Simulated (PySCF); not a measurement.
# Radial density of Mo⁺ (molybdenum, charge +1)

UHF, [Kr] 4d4 5p1, one real determinant (an excited configuration). Calculation: PySCF 2.14, in aug-cc-pVTZ-PP with one added diffuse shell each of s, p, d, f, g type with ECP28MDF (7s7p6d4f3g, 113 functions); a scalar-relativistic core potential. This is the valence pseudo-density: the core potential removes the inner electrons and smooths the orbitals near the nucleus.

| r (bohr) | 4πr²ρ (e/bohr) | 4πr²(ρα − ρβ) |
| --- | --- | --- |
| 0.0347 | 1.796e-05 | 0.0000 |
| 0.0584 | 4.597e-05 | 0.0000 |
| 0.0983 | 0.0001698 | 0.0000 |
| 0.165 | 0.001463 | 0.0004 |
| 0.278 | 0.02390 | 0.0062 |
| 0.468 | 0.6577 | 0.1068 |
| 0.787 | 7.338 | 1.0714 |
| 1.32 | 9.279 | 2.6247 |
| 2.23 | 2.050 | 1.4340 |
| 3.74 | 0.4350 | 0.4314 |
| 6.30 | 0.06968 | 0.0697 |
| 10.6 | 0.0006912 | 0.0007 |

⟨L²⟩ = 8.03 against 12 for a pure F term, so this real determinant mixes terms. Energies and moments cover only the electrons outside the core potential.
